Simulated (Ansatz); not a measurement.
Geometry optimisation, Ansatz, RKS PBE/def2-SVP.

input.yaml

```yaml
crystal:
  periodic: [false, false, false]
  atoms:
    - { symbol: B, position_ang: [0.0, 0.0, 0.0] }
    - { symbol: "N", position_ang: [0.0, 0.0, 1.55] }
    - { symbol: H, position_ang: [-0.877, -0.2713, 2.08] }
    - { symbol: H, position_ang: [0.877, 0.2713, 2.08] }
    - { symbol: Cl, position_ang: [1.6108, 0.0, -0.93] }
    - { symbol: Cl, position_ang: [-1.6108, 0.0, -0.93] }
basis:
  gaussian: { orbitals: def2-SVP }
hamiltonian:
  xc: pbe
relax:
  f_tol: 0.02
  max_steps: 40
```

Launched with:

```bash
$ ansatz run input.yaml --threads 1 --pin off --max-ram 2048MiB --backend cpu --events-out ev --progress --plain --runs-dir out
```

Task: Where does it end, and by what steps?

Result: The forces met the threshold. After 6 steps the energy has fallen by 0.700 eV; H3 moved furthest, 0.22 Å.

| step | energy less start (eV) | largest force component (eV/Å) | accepted |
| --- | --- | --- | --- |
| 0 | 0.0000 | 3.172 | yes |
| 1 | -0.5902 | 1.088 | yes |
| 2 | -0.6726 | 1.449 | yes |
| 3 | -0.6765 | 1.035 | yes |
| 4 | -0.6966 | 0.136 | yes |
| 5 | -0.6997 | 0.027 | yes |
| 6 | -0.6997 | 0.000 | yes |

```xyz
6
Properties=species:S:1:pos:R:3
B 0.000 0.000 0.058
N 0.000 0.000 1.456
H -0.859 -0.063 2.003
H 0.859 0.063 2.003
Cl 1.532 0.112 -0.835
Cl -1.532 -0.112 -0.835
```

Whether the end is a true minimum wasn't checked by a vibrational analysis.

The run took 16 s on 1 thread of Arm Neoverse V1, with other jobs on the host, peak memory 0.14 GiB.
